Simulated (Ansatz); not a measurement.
Correlation energies of CH5ClMoN2O (`C[N]=[Mo]([NH2])(=[O])[Cl]`) by basis set

Z-matrix (Å, degrees):
```
C
N 1 1.418
H 1 1.095 2 109.8
H 1 1.095 2 109.7 3 -118.1
H 1 1.096 2 111.8 3 121.0
Mo 2 1.722 1 151.6 3 -114.7
O 6 1.680 2 109.6 1 -6.1
N 6 1.927 2 105.3 1 -125.3
Cl 6 2.287 2 108.3 1 114.5
H 8 1.010 6 121.8 2 154.1
H 8 1.008 6 125.2 2 -10.7
```

Total charge 0; spin multiplicity 1. Correlated methods include outer-core shells of Mo, which these sets cover unevenly. Mo takes the def2 core potential. The geometry is a stationary point of PBE0-D4/def2-TZVP. It is one conformer, not always the lowest. Frozen core, restricted reference, Ansatz 0.2.0.

| basis | HF (Eh) | MP2 corr. | CCSD corr. | (T) | CCSD(T) total |
| --- | --- | --- | --- | --- | --- |
| def2-SVP | -751.28651 | -1.27826 | -1.23109 | -0.06434 | -752.58194 |
| def2-TZVPP | -751.74928 | -1.65738 | -1.59473 | -0.09689 | -753.44090 |
| def2-QZVPP | -751.77784 | -1.78234 | – | – | – |
